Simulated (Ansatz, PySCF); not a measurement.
Breaking the Si2–N1 bond in H5NSi (SMILES N[SiH3]) (multiplicity 1 held, fragments rigid). Energies count from the point at 1.724 Å.
Geometry at that point (charge 0, multiplicity 1):
```xyz
7

N      1.1401    -0.0792    -0.1102
Si    -0.5733     0.0471     0.0303
H      1.7367     0.6014     0.3334
H      1.5818    -0.9850    -0.1282
H     -1.1412    -0.2861     1.3661
H     -0.9523     1.4463    -0.2735
H     -1.1795    -0.8820    -0.9509
```

Restricted levels (R-, RO-) in cc, def2 and unpolarised 6-31G sets keep to the state of the molecule at rest. U- levels take the lowest unrestricted solution at each point, which mixes spins at long bonds. Curves can end on different states.

Rows in 3-21G carry no dispersion term and start afresh at each structure.

Run with Ansatz (a program for electronic structure) with Gaussian orbitals; PySCF for 3-21G rows. 

One of these levels gives 432.1 kJ/mol for the energy at R = 5.516 Å. Which?
A. R-HF/3-21G
B. U-B3LYP/cc-pV(T+d)Z
C. R-B3LYP/cc-pV(T+d)Z

B, U-B3LYP/cc-pV(T+d)Z. The others give 874.1 (R-HF/3-21G), 606.1 (R-B3LYP/cc-pV(T+d)Z)

Doubts at one or more of the structures used: a restricted determinant that unrestricted orbitals would lower (R-HF/3-21G, R-B3LYP/cc-pV(T+d)Z); a spin-contaminated determinant (U-B3LYP/cc-pV(T+d)Z).
